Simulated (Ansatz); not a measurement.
Input file for Ansatz (a quantum-chemistry and plane-wave program): U-r2SCAN/def2-TZVPPD on FHMg (SMILES [F][MgH]), a point of a bond scan (R = 1.585 Å). Files ending in .json are basis or fitting sets from the Basis Set Exchange.

Ansatz 0.2 input:
```yaml
crystal:
  periodic: [false, false, false]
  atoms:
    - {symbol: Mg, position_ang: [-0.00000000, -0.00000000, -0.64398300]}
    - {symbol: H, position_ang: [-0.00000000, -0.00000000, -2.32551962]}
    - {symbol: F, position_ang: [0.00000000, 0.00000000, 0.94093326]}
basis:
  gaussian:
    orbitals: def2-TZVPPD.json
hamiltonian:
  xc: {name: r2SCAN}
magnetization: {spin_polarized: true, initial_magnetization: 0}
```

It printed:

```
WARN ansatz: RAYON_NUM_THREADS=1 ignored (pool sized by the plan → 1); use --threads N
Functional definition: r2SCAN
integrals: 0.02 GiB planned
564 factors; their error is unknown
mean field: 0.26 GiB planned
mean field evaluation 1: about -8174.0038 eV, gradient 3.5e1 eV
mean field evaluation 2: about -8156.1885 eV, gradient 8.4e1 eV
mean field evaluation 4: about -8177.8251 eV, gradient 2.0e0 eV
mean field evaluation 8: about -8177.8442 eV, gradient 9.6e-3 eV
mean field -8177.84416406 eV, -300.5302298873 hartree, gradient 3.2e-5 eV, S^2 0.000000; 0 other end points of the search recorded, 0 dependent functions left out
reference -8177.84418757 eV, -300.5302307511 hartree; 11, 11 occupied and 81, 81 virtual orbitals, 564 factors
Total energy: -8177.84418757 eV, -300.5302307511 hartree
```

Self-consistency was reached.

Cost: around 4 core-seconds (rough).
